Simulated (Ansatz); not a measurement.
System: SiPH$_{4}$, charge -1, singlet. SiPH4- (SMILES [PH-][SiH3]).
B3LYP-D3(BJ)/def2-TZVP minimum from Ansatz (an electronic-structure program):
```xyz
6

Si    -0.9754     0.1096     0.1952
P      1.1345    -0.1886    -0.2861
H     -1.8218    -0.8234    -0.6279
H     -1.6242     1.4545    -0.0615
H     -1.4717    -0.1519     1.6026
H      1.5563     0.8159     0.6449
```
Charge -1, spin multiplicity 1.

Total energies in aug-cc-pV(D+d)Z, 14 correlated electrons, 10 frozen orbitals. Radicals and triplets start from unrestricted determinants; spin-orbit coupling is neglected. Cores are frozen in correlated methods. No relativity.

```json
[
 {"method": "HF", "program": "Ansatz", "energy (Eh)": "-632.01061", "minus CCSDT(Q) (mEh)": "312.43"},
 {"method": "MP2", "program": "Ansatz", "energy (Eh)": "-632.26703", "minus CCSDT(Q) (mEh)": "56.01"},
 {"method": "CCSD", "program": "Ansatz", "energy (Eh)": "-632.30984", "minus CCSDT(Q) (mEh)": "13.21"},
 {"method": "CCSD(T)", "program": "Ansatz", "energy (Eh)": "-632.32104", "minus CCSDT(Q) (mEh)": "2.00"},
 {"method": "CCSDT(Q)", "program": "Ansatz", "energy (Eh)": "-632.32304", "minus CCSDT(Q) (mEh)": "0.00"}
]
```

Rough core times of Ansatz's runs on a shared machine: CCSD(T) under 20 s, CCSDT(Q) 7 min.
